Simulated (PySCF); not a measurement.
C4H9 (SMILES [CH2-]CCC), charge -1, singlet, at a GFN2-xTB geometry (in this run its highest filled SCF level lies above zero, so its values depend strongly on the basis, on diffuse functions most of all); PBE/STO-3G (PySCF).

The PySCF input:
```python
from pyscf import gto, scf, dft

mol = gto.Mole()
mol.atom = '''
    C     0.829510    1.915796   -0.015732
    C     0.742410    0.401183   -0.007432
    C    -0.678388   -0.249852    0.006200
    C    -0.659896   -1.778116    0.013801
    H    -1.670383   -2.200601    0.023291
    H     0.231848    2.281219    0.875870
    H     0.218913    2.272219   -0.902196
    H    -0.130482   -2.145303    0.893931
    H    -0.143316   -2.154232   -0.870177
    H     1.262612   -0.001503   -0.894548
    H     1.275493    0.007459    0.876054
    H    -1.229672    0.098869   -0.874319
    H    -1.216828    0.107805    0.891071
'''
mol.basis = 'sto-3g'
mol.charge = -1
mol.spin = 0
mol.verbose = 4
mol.build()

mf = dft.RKS(mol)
mf.xc = 'pbe'
mf.init_guess = 'mod_huckel'
mf.kernel()
```

**Question.** Predict the main parts of the log of this PySCF run.

**Answer.** 
```
PySCF version 2.14.0

[INPUT] verbose = 4
[INPUT] num. atoms = 13
[INPUT] num. electrons = 34
[INPUT] charge = -1
[INPUT] spin (= nelec alpha-beta = 2S) = 0
[INPUT] symmetry False subgroup None
[INPUT] Mole.unit = angstrom
[INPUT] Symbol           X                Y                Z      unit          X                Y                Z       unit  Magmom
[...]
nuclear repulsion = 122.035741340089
number of shells = 21
number of NR pGTOs = 87
number of NR cGTOs = 29
basis = sto-3g
ecp = {}

******** <class 'pyscf.dft.rks.RKS'> ********
method = RKS
initial guess = mod_huckel
damping factor = 0
level_shift factor = 0
DIIS = <class 'pyscf.scf.diis.CDIIS'>
diis_start_cycle = 1
diis_space = 8
diis_damp = 0
SCF conv_tol = 1e-09
SCF conv_tol_grad = None
SCF max_cycles = 50
direct_scf = True
direct_scf_tol = 1e-13
XC library pyscf.dft.libxc version 7.1.2
    S. Lehtola, C. Steigemann, M. J. T. Oliveira, and M. A. L. Marques,  SoftwareX 7, 1–5 (2018)
XC functionals = pbe
    J. P. Perdew, K. Burke, and M. Ernzerhof,  Phys. Rev. Lett. 77, 3865 (1996)
    J. P. Perdew, K. Burke, and M. Ernzerhof,  Phys. Rev. Lett. 78, 1396 (1997)
    J. P. Perdew, K. Burke, and M. Ernzerhof,  Phys. Rev. Lett. 77, 3865 (1996)
    J. P. Perdew, K. Burke, and M. Ernzerhof,  Phys. Rev. Lett. 78, 1396 (1997)
radial grids:
    Treutler-Ahlrichs [JCP 102, 346 (1995); DOI:10.1063/1.469408] (M4) radial grids

becke partition: Becke, JCP 88, 2547 (1988); DOI:10.1063/1.454033
pruning grids: <function nwchem_prune>
grids dens level: 3
symmetrized grids: False
atomic radii adjust function: <function treutler_atomic_radii_adjust>
small_rho_cutoff = 0
Set gradient conv threshold to 3.16228e-05
Initial guess from on-the-fly Huckel, doi:10.1021/acs.jctc.8b01089,
employing the updated GWH rule from doi:10.1021/ja00480a005.
Spherically averaged atomic HF for {'C', 'H'}

******** <class 'pyscf.scf.atom_hf.AtomSphAverageRHF'> ********
method = AtomSphAverageRHF
initial guess = minao
damping factor = 0
level_shift factor = 0
DIIS = <class 'pyscf.scf.diis.CDIIS'>
diis_start_cycle = 1
diis_space = 8
diis_damp = 0
SCF conv_tol = 1e-09
SCF conv_tol_grad = None
SCF max_cycles = 50
direct_scf = True
direct_scf_tol = 1e-13
atom = C
Set gradient conv threshold to 3.16228e-05
Initial guess from minao.
init E= -36.7517431777338
cycle= 1 E= -36.7619269638614  delta_E= -0.0102  |g|=    0  |ddm|= 0.0245
cycle= 2 E= -36.7619269638615  delta_E= -2.13e-14  |g|=    0  |ddm|= 1.91e-15
Extra cycle  E= -36.7619269638615  delta_E=    0  |g|=    0  |ddm|=    0
Atomic HF for atom  C  converged. SCF energy = -36.7619269638615

******** 1 electron system ********
Atomic HF for atom  H  converged. SCF energy = -0.466581849557275

[...]
tot grids = 144744
init E= -145.135778842824
[...]
cycle= 1 E= -154.314899599994  delta_E= -9.18  |g|= 1.78  |ddm|= 14.3
[...]
cycle= 2 E= -152.814620575957  delta_E=  1.5  |g|= 1.92  |ddm|= 6.97
[...]
cycle= 3 E= -155.225966222374  delta_E= -2.41  |g|= 0.838  |ddm|= 6.03
[...]
cycle= 4 E= -155.441587094945  delta_E= -0.216  |g|= 0.289  |ddm|= 0.875
[...]
cycle= 5 E= -155.478120829441  delta_E= -0.0365  |g|= 0.0339  |ddm|= 0.767
[...]
cycle= 6 E= -155.478448382776  delta_E= -0.000328  |g|= 0.0245  |ddm|= 0.118
[...]
cycle= 7 E= -155.478638485618  delta_E= -0.00019  |g|= 0.00182  |ddm|= 0.0366
[...]
cycle= 8 E= -155.478640175986  delta_E= -1.69e-06  |g|= 0.000281  |ddm|= 0.00606
[...]
cycle= 9 E= -155.478640215968  delta_E= -4e-08  |g|= 4.86e-05  |ddm|= 0.000861
[...]
cycle= 10 E= -155.478640217121  delta_E= -1.15e-09  |g|= 5.03e-06  |ddm|= 0.000145
[...]
cycle= 11 E= -155.478640217128  delta_E= -6.71e-12  |g|= 2.47e-06  |ddm|= 1.01e-05
[...]
Extra cycle  E= -155.478640217127  delta_E= 6.82e-13  |g|= 2.96e-06  |ddm|= 7.86e-06
converged SCF energy = -155.478640217127
```
